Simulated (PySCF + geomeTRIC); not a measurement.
A geometry relaxed with M06-2X/def2-TZVP (PySCF + geomeTRIC), charge 0, multiplicity 1:

```xyz
4

B     -0.0002    -0.0002     0.0002
H     -0.0323     1.1865    -0.0003
H      1.0422    -0.5658     0.0539
H     -1.0104    -0.6213    -0.0543
```

**Question.** Write the SMILES of this molecule.

**Answer.** `B`
